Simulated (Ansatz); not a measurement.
Geometry optimisation, RKS B3LYP/def2-SVP in Ansatz 0.2.0.

The input (input.yaml):

```yaml
crystal:
  periodic: [false, false, false]
  atoms:
    - { symbol: B, position_ang: [-0.162301, -0.214797, 0.094597] }
    - { symbol: H, position_ang: [-0.284661, -0.440519, 1.267609] }
    - { symbol: F, position_ang: [1.090542, -0.214707, -0.361487] }
    - { symbol: C, position_ang: [-1.368915, -0.092272, -0.888786] }
    - { symbol: H, position_ang: [-1.740655, -1.113515, -1.102608] }
    - { symbol: H, position_ang: [-2.213764, 0.457444, -0.445762] }
    - { symbol: H, position_ang: [-1.090633, 0.371551, -1.847872] }
    - { symbol: S, position_ang: [-0.016547, 2.561706, 1.448051] }
    - { symbol: H, position_ang: [1.327458, 2.465913, 1.331585] }
    - { symbol: H, position_ang: [-0.112323, 1.284396, 1.962075] }
basis:
  gaussian: { orbitals: def2-SVP }
hamiltonian:
  xc: b3lyp
relax:
  f_tol: 0.03
  max_steps: 50
```

Run as:

```bash
$ ansatz run input.yaml --threads 2 --pin off --max-ram 3072MiB --backend cpu --events-out ev --progress --plain --runs-dir out
```

**Question.** Where does it end, and by what steps?

**Answer.** The forces met the threshold. The force dipped under the threshold on the way, but the program's further checks kept it going. After 14 steps the energy has fallen by 0.117 eV; H10 moved furthest, 0.94 Å.

| step | energy less start (eV) | largest force component (eV/Å) | accepted |
| --- | --- | --- | --- |
| 0 | 0.0000 | 0.753 | yes |
| 1 | -0.0666 | 0.327 | yes |
| 2 | -0.0846 | 0.260 | yes |
| 3 | -0.0943 | 0.304 | yes |
| 4 | -0.1010 | 0.219 | yes |
| 5 | -0.1083 | 0.191 | yes |
| 6 | -0.1118 | 0.214 | yes |
| 7 | -0.1140 | 0.129 | yes |
| 8 | -0.1150 | 0.115 | yes |
| 9 | -0.1161 | 0.024 | yes |
| 10 | -0.1163 | 0.014 | yes |
| 11 | -0.1167 | 0.027 | yes |
| 12 | -0.1169 | 0.097 | yes |
| 13 | -0.1172 | 0.059 | yes |
| 14 | -0.1175 | 0.016 | yes |

```xyz
10
Properties=species:S:1:pos:R:3
B -0.219 -0.354 0.081
H -0.408 -0.815 1.185
F 1.060 -0.182 -0.266
C -1.358 -0.118 -0.962
H -1.682 -1.109 -1.339
H -2.247 0.337 -0.497
H -1.045 0.486 -1.828
S -0.063 2.565 1.473
H 1.189 2.370 1.001
H 0.202 1.882 2.610
```

Time of the run: 30 s on 2 threads of Arm Neoverse V1, on a shared host, peak memory 0.17 GiB.
